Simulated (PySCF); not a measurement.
C₂HO, charge -1, singlet, at a GFN2-xTB geometry (in this run its highest filled SCF level lies above zero, so its values depend strongly on the basis, on diffuse functions most of all). Base run: PBE0/def2-SVP run with PySCF.

Input for PySCF:
```python
from pyscf import gto, scf, dft

mol = gto.M(
    atom='''
C     0.017882   -0.126888   -1.227557
C     0.012039   -0.079027   -0.004614
H     0.100932   -0.678824   -2.129085
O    -0.035057    0.239289    1.190263
''',
    basis='def2-svp',
    charge=-1,
    spin=0,
    verbose=4,
)

mf = dft.RKS(mol)
mf.xc = 'pbe0'
mf.kernel()
mf.analyze()
```

The base run was repeated with changes; each row names its change, and settings that it needs were set with it.

```
change                                                                                                                  ΔE vs base (µEh)  fitting functions
----------------------------------------------------------------------------------------------------------------------  ----------------  -----------------
base                                                                                                                                 0.0                  -
auxbasis = def2-universal-jkfit                                                                                                      2.4                245
auxbasis = cc-pvdz-jkfit                                                                                                             0.8                233
auxbasis = even-tempered beta=2.0                                                                                                  -25.7                387
auxbasis = def2-svp-ri                                                                                                             -7581                158
auxbasis = default (with mf = mf.density_fit())                                                                                      2.4                245
auxbasis = cc-pvqz-jkfit                                                                                                           -28.3                369
auxbasis = def2-tzvp-ri                                                                                                             -105                243
exchange = seminumerical (SGX) (with mf = sgx.sgx_fit(mf, auxbasis='def2-universal-jfit'); with mf.with_df.dfj = True)             -69.3                158
auxbasis = even-tempered beta=3.0                                                                                                   -152                260
```

A fitting set is made for a task (jfit for Coulomb, jkfit for Coulomb and exchange, ri for correlation) and for a family of orbital bases.
